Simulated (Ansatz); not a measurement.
The cluster Mo₃⁺, relaxed as a doublet with UKS B3LYP-D4/def2-TZVP in Ansatz, starting from the GFN2-xTB geometry. Force threshold 0.02 eV/Å.

In the def2 sets Mo takes a core potential; there is no spin–orbit coupling. The charge 1 doublet is spin-contaminated (final ⟨S²⟩ up to 1.24, 0.75 for a pure state). The relaxation made no stability test and no search for a lower SCF solution. The structure comes from a short search, and lower isomers may exist.

Start:

```xyz
3

Mo   -1.1561   -0.3978    0.7189
Mo    1.0909   -0.8955   -0.1403
Mo    0.0652    1.2932   -0.5786
```

```json
{"step": "1", "energy (eV)": "-5559.5492", "largest force component (eV/Å)": "2.531", "SCF passes": "101"}
{"step": "2", "energy (eV)": "-5560.0966", "largest force component (eV/Å)": "1.151", "SCF passes": "48"}
{"step": "3", "energy (eV)": "-5560.1872", "largest force component (eV/Å)": "0.257", "SCF passes": "50"}
{"step": "4", "energy (eV)": "-5560.1928", "largest force component (eV/Å)": "0.069", "SCF passes": "47"}
{"step": "5", "energy (eV)": "-5560.1929", "largest force component (eV/Å)": "0.033", "SCF passes": "39"}
{"step": "6", "energy (eV)": "-5560.1929", "largest force component (eV/Å)": "0.005", "SCF passes": "30"}
```

Force components are those of the run's own axes.

End:

```xyz
3

Mo   -1.057   -0.394    0.670
Mo    0.970   -0.797   -0.125
Mo    0.087    1.191   -0.546
```

By distances, no bond broke or formed. The bond that changes most is Mo1–Mo2, from 2.46 to 2.21 Å (atoms count from 1).

No frequencies were taken in this run, so the end may be a saddle point.

It took 19 s on 4 threads of Arm Neoverse V1 on a shared host.
